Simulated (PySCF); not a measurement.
Stepwise substitution at one centre (Al F-SiH3). Gas-phase values, no solvent. Strings in code marks are SMILES.

Quantity: vertical ionisation energy (energy after one electron is removed minus that of the parent at the parent's geometry), in eV.

Level 1: B3LYP-D3(BJ)/def2-TZVP // PBE0-D4/def2-TZVP (PySCF)
Level 2: B3LYP/6-31G* // PBE0-D4/def2-TZVP (PySCF)
Level 3: minus the HOMO energy of HF/3-21G // PBE0-D4/def2-TZVP (PySCF)
Level 4: minus the HOMO energy of SVWN5/6-31G* // PBE0-D4/def2-TZVP (PySCF)

```
species                     level 1  level 2  level 3  level 4
--------------------------  -------  -------  -------  -------
`[SiH3][Al]([SiH3])[SiH3]`     8.95     8.92     9.70     6.26
`[F][Al]([SiH3])[SiH3]`        9.14      ___     9.76     6.26
`[F][Al]([F])[SiH3]`            ___    10.82    11.37      ___
```

Question: Fill in the missing entries.

Answer: 
- `[F][Al]([SiH3])[SiH3]`, level 2: 9.09
- `[F][Al]([F])[SiH3]`, level 1: 10.92
- `[F][Al]([F])[SiH3]`, level 4: 7.44
